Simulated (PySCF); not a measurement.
Sn(Cl)3(SeH) (Cl3HSeSn), SMILES [Cl][Sn]([Cl])([Cl])[SeH]. Heavy atoms are numbered as in [Cl:1][Sn:2]([Cl:3])([Cl:4])[SeH:5]. Hydrogens are named by the atom that carries them.

Geometry optimised at B3LYP-D3(BJ)/def2-SVP. The structure was generated by enumeration; whether it is a known compound was not checked. The def2 effective core potentials stand for the cores of Sn; spin–orbit coupling is left out. Other conformers were not sampled.

All values below come from PySCF with r2SCAN/def2-TZVP.

ESP charges are fitted to the potential on shells at 1.4 to 2.0 van der Waals radii. Atomic charges (e), one atom of each kind:

| atom | ESP fit | Mulliken |
|---|---|---|
| Cl1 | [?] | -0.31 |
| Sn2 | [?] | 1.03 |
| Se5 (SeH) | [?] | -0.26 |
| H on Se5 | [?] | 0.16 |

**Question.** Complete the blanks. (Estimate from the structure and the level; the computed values follow.)

**Answer.** 
- Cl1, ESP fit: -0.08
- Sn2, ESP fit: 0.15
- Se5 (SeH), ESP fit: -0.03
- H on Se5, ESP fit: 0.13
